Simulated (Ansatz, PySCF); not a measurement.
H$_{2}$ClFO$_{2}$Si (SMILES O[Si](O)(F)Cl), singlet, geometry from GFN2-xTB, with bond 6-1 at 2.4 times its length. Base run: CASSCF(2,2)/STO-3G in PySCF.

PySCF was given this input:
```python
from pyscf import gto, scf, mcscf
import numpy

mol = gto.Mole()
mol.atom = '''
    O    -0.54108154    1.67173179    0.19204531
    Si   -0.21164407    0.09282210    0.19983942
    O    -1.56824979   -0.73407385   -0.00615338
    F     0.39813198   -0.24174487    1.65296986
    Cl    1.08794920   -0.49731397   -1.17341386
    H     1.06969495    3.26348312    0.52186661
    H    -2.37073220   -0.50569338    0.45694871
'''
mol.basis = 'sto-3g'
mol.verbose = 4
mol.build()

mf = scf.RHF(mol)
mf.kernel()
mc = mcscf.CASSCF(mf, 2, 2)
mc.fix_spin_(ss=0.0)
mc.kernel()
occ = numpy.linalg.eigvalsh(mc.fcisolver.make_rdm1(mc.ci, mc.ncas, mc.nelecas))[::-1]
ss = mc.fcisolver.spin_square(mc.ci, mc.ncas, mc.nelecas)[0]
print('natural occupations', occ.round(4), ' <S^2>', round(ss, 4))
```

Programs used: Ansatz (a program for electronic structure), PySCF; a row that names a program was run with it.

Variants of this job, named by their change:

```csv
change,ΔE vs base (kcal/mol),natural occupations,<S^2> of the state,outcome
base,0.000,1.24 0.76,0.00,converged
orbitals = fixed (CASCI),13.36,1.28 0.72,0.00,converged
"code = ansatz; correction = SC-NEVPT2, all electrons",-61.69,-,-,converged
"active space = 8 electrons, 6 orbitals",-,-,-,not converged
code = ansatz,0.009,-,-,converged
"active space = 10 electrons, 9 orbitals",-,-,-,not converged
correction = SC-NEVPT2,-61.70,1.24 0.76,0.00,converged
conv_tol = 1e-5,0.000,1.24 0.76,0.00,converged
"active space = 4 electrons, 3 orbitals",-0.056,2.00 1.24 0.76,0.00,converged
state_average = 2 states,0.158,-,-,converged
start = MP2 natural orbitals,0.000,1.24 0.76,0.00,converged
```

Active orbitals are taken around the Fermi level unless the row says otherwise; CASSCF can end in different local minima, and two programs can end on different orbitals. State-averaged rows give the lowest state.
